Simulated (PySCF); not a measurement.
## Static response to an electric field

Compound: C9H7N.
SMILES with atom numbers: `[H]/[N:9]=[CH:8]\[c:7]1[cH:6][cH:5][cH:4][c:3]([C:2]#[CH:1])[cH:10]1` (hydrogens: H11 on C1; H12 on C4; H13 on C5; H14 on C6; H15 on C8; H16 on N9; H17 on C10)

Cartesian coordinates in Å at the PBE0-D3(BJ)/def2-SVP level; atoms count from 1:
```
atom  x, y, z in Å
C1     2.7219   -1.8447   -1.6826
C2     1.8910   -1.1492   -1.1374
C3     0.9131   -0.3287   -0.4941
C4     1.2343    0.9803   -0.0897
C5     0.2783    1.7719    0.5357
C6    -1.0021    1.2734    0.7655
C7    -1.3425   -0.0264    0.3714
C8    -2.7151   -0.5167    0.6370
N9    -3.2253   -1.6471    0.3702
C10   -0.3776   -0.8183   -0.2576
H11    3.4575   -2.4608   -2.1654
H12    2.2399    1.3622   -0.2738
H13    0.5337    2.7871    0.8470
H14   -1.7542    1.8957    1.2577
H15   -3.3665    0.2207    1.1377
H16   -2.5451   -2.2610   -0.0921
H17   -0.6167   -1.8359   -0.5753
```

Level: wB97X-D/def2-SVPD (PySCF), static field, nuclei fixed, core orbitals frozen in the response. The polarisability tensor in these axes (au):

```
x   145.31  -2.08 -28.33
y    -2.08 121.92  23.86
z   -28.33  23.86  81.02
```

**Question.** Give the principal values, the mean and the anisotropy Δα = √{½[(α1 − α2)² + (α2 − α3)² + (α1 − α3)²]}.

**Answer.** Principal values 62.34, 126.55 and 159.35 au; mean 116.08 au = 17.20 Å³ = 19.14 × 10⁻⁴⁰ C²·m²/J; Δα = 85.47 au (74 % of the mean).

**Question.** What is the dipole moment, and where does it point?

**Answer.** (2.29, 1.66, -0.12) D, 2.84 D in size, pointing from the negative to the positive side. Measured along this direction, the outermost atoms are N9 at the negative end and H12 at the positive end.

**Question.** Along which axes do the principal values lie, and how far do the nuclei extend along each?

**Answer.** Largest value along (0.86, -0.31, -0.40), where the nuclei span 8.04 Å; middle along (0.41, 0.89, 0.21), 5.94 Å; least along (0.30, -0.35, 0.89), 0.01 Å. The response follows the extents in order.

**Question.** Molar refractivity from α?

**Answer.** Lorentz–Lorenz: R = (4π/3)N_A α = 2.5225 cm³/(mol·Å³) × 17.20 Å³ = 43.4 cm³/mol, in the limit of long wavelengths.

**Question.** Refractivity n − 1 of an ideal gas of it at 273.15 K and 1 atm, from the electronic α?

**Answer.** N = p/kT = 2.6868 × 10¹⁹ cm⁻³, so n − 1 = 2π × N × 17.20 × 10⁻²⁴ cm³ = 2904 × 10⁻⁶ at long wavelengths.

The structure is a single PBE0-D3(BJ)/def2-SVP conformer in the gas phase; no vibrational or solvent corrections.
